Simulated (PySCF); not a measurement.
# How methods differ on the ionisation energy of Kr²⁺

Kr²⁺ [Ar] 3d10 4s2 4p4 (3P) → Kr³⁺ [Ar] 3d10 4s2 4p3 (4S), as a difference of total energies. Computed with PySCF 2.14 in ANO-RCC-VTZP, with the spin-free X2C one-electron Hamiltonian (Gaussian nucleus). Correlated levels: valence: [Ar] 3d10 frozen. The calculations carry no spin-orbit coupling.

| method | ionisation energy (eV) |
| --- | --- |
| UHF | 34.337 |
| MP2 (valence) | 35.041 |
| SCS-MP2 (valence) | 35.112 |
| CCSD (valence) | 35.167 |
| CCSD(T) (valence) | 35.189 |
| CCSDT (valence) | 35.191 |

Question: How much does correlation contribute at CCSD(T) (valence)?

Answer: 35.189 − (34.337) = 0.852 eV, measured against UHF.

The reference lies between the lowest fine-structure levels, while these numbers refer to the centres of the terms.

Errors of the correlated levels include the incompleteness of this basis and the frozen core.

For comparison: 35.838 ± 0.02 eV (measured; NIST Atomic Spectra Database, ionization energies).
